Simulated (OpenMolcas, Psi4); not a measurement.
## A ladder of methods for Ge2H6 (digermane)

Ge2H6 has 8 atoms, charge 0, and is taken as a singlet. SMILES: `[GeH3][GeH3]`. The coordinates come from a PBE0-D4/def2-TZVP relaxation.

Quantity: the vertical ionisation energy (to the doublet cation), in eV. The values are calculated.

```
                              level                   kind     program  value (eV)  CPU time (all runs)
  BLYP/6-31G* (spherical functions)                    GGA        Psi4        9.93                 98 s
 M06-L/6-31G* (spherical functions)               meta-GGA  OpenMolcas           ?              1.7 min
  TPSS/6-31G* (spherical functions)               meta-GGA  OpenMolcas           ?              1.8 min
r2SCAN/6-31G* (spherical functions)               meta-GGA  OpenMolcas       10.18              1.7 min
 B3LYP/6-31G* (spherical functions)          global hybrid  OpenMolcas       10.23                 80 s
  PBE0/6-31G* (spherical functions)          global hybrid  OpenMolcas       10.23                 76 s
 B3LYP/6-31G* (Cartesian functions)          global hybrid  OpenMolcas       10.23                 85 s
  CCSD/6-31G* (spherical functions)  coupled cluster or CI        Psi4       11.53              2.4 min
```

Task: Estimate what the levels marked ? give.

Result: As computed at these levels: M06-L/6-31G* (spherical functions): 9.99 eV; TPSS/6-31G* (spherical functions): 10.19 eV. All-electron rows without a relativistic Hamiltonian named are non-relativistic. The values span 9.93 to 11.53 eV. In the correlated wave-function rows the outer d shell of Ge is correlated, in sets not made for it. Times are those of the runs behind each value, whatever else they computed, on shared processors of several kinds: orders of magnitude only.
